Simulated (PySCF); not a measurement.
Polarisability and C₆ of Nb (niobium, neutral)

[Kr] 4d4 5s1, high-spin 6D determinant. All numbers are calculated (PySCF 2.14, scalar relativity by spin-free X2C-1e, in aug-cc-pwCVTZ-DK (11s10p8d4f3g, 136 functions)). Coupled (time-dependent) response in atomic units; α is the mean over directions.

| method | mean α (bohr³) | α xx, yy, zz | C₆ (like pair) | S(−4) |
| --- | --- | --- | --- | --- |
| M06-L | 97.93 | 95.79, 95.79, 102.2 | 1127 | 5692 |

S(−4) is the Cauchy moment in α(ω) = α(0) + S(−4) ω² + …

Reference α: 98 ± 8 bohr³ (recommended; Schwerdtfeger and Nagle, table of static dipole polarizabilities (2023 update)). Published C₆: 1140 (Gould and Bucko (2016)).

Spin-orbit coupling is absent.

α(iu) at M06-L:

| u (hartree) | α(iu) (bohr³) |
| --- | --- |
| 0 | 97.93 |
| 0.0500 | 85.86 |
| 0.100 | 64.48 |
| 0.200 | 36.57 |
| 0.300 | 24.05 |
| 0.500 | 13.57 |
| 0.750 | 8.380 |
| 1.00 | 5.858 |
| 1.50 | 3.415 |
| 2.00 | 2.252 |
| 3.00 | 1.192 |
| 5.00 | 0.5058 |

A single London oscillator, α(iu) = α/(1 + u²/ω²), gives C₆ = (3/4) ω α². Matching the computed C₆ needs ω = 4 × 1127 / (3 × 97.93²) = 0.157 hartree.

The components differ because the open shell of this determinant is not spherical; for a pure term their mean is the scalar polarisability.
